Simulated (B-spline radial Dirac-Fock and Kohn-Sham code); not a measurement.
## Satellites and hypersatellites of the K lines of In²⁶⁺

System: indium as In²⁶⁺ in the configuration [Ar] 3d5.

Input of the calculation (task.json; shells as n, l, electrons):

```json
{"items": [{
  "Z": 49,
  "q": 26,
  "cfg": [[1, 0, 2], [2, 0, 2], [2, 1, 6], [3, 0, 2], [3, 1, 6], [3, 2, 5]],
  "A": 115,
  "rrms": 4.6156,
  "do": ["binding", "quiet", "double"]
}]}
```

Command: `python xray_run.py task.json out`

Calculated with a radial B-spline solver, using relaxed Dirac-Fock hole states (ΔSCF) with Breit and QED corrections and a finite nucleus. Each two-hole energy is an average over J within one jj subconfiguration, not an observable level; in light atoms, where LS coupling holds, the j-resolved values are not observed lines, and for a K spectator the Kα1 hypersatellite is nearly forbidden. No correlation.

Lines without a spectator: Kα2 (K-L2) 24021.1 eV, Kα1 (K-L3) 24231.1 eV, Kβ3 (K-M2) 27400.5 eV, Kβ1 (K-M3) 27444.9 eV. Shifts in eV with one spectator hole (a dash: not computed, or left out as unreliable):

```
spectator hole    Kα2     Kα1     Kβ3     Kβ1
    L2 (2p1/2)  +64.7   +81.2       –  +176.4
    L3 (2p3/2)  +63.7   +64.0  +157.6       –
    M2 (3p1/2)      –  +12.41   +30.7   +35.5
    M3 (3p3/2)  +9.67       –   +31.4   +31.0
```

**Question.** Where does the K-L3 hypersatellite lie, emitted when both K electrons are missing?

**Answer.** +582.0 eV from the normal line, at 24813.1 eV. Removing both K electrons costs 58914.4 eV, which is 831.3 eV more than twice the K binding energy.

With n spectator holes in 2p, averaged over the 2p shell (energies in eV):

| n | KαLⁿ | step | hypersatellite KαʰLⁿ |
| --- | --- | --- | --- |
| 0 | 24161.1 | – | 24737.2 |
| 1 | 24229.7 | +68.6 | 24807.4 |
| 2 | 24299.7 | +70.0 | 24878.9 |
| 3 | 24371.2 | +71.5 | 24952.0 |
| 4 | 24444.1 | +72.9 | 25026.5 |
| 5 | 24518.5 | +74.4 | 25102.4 |
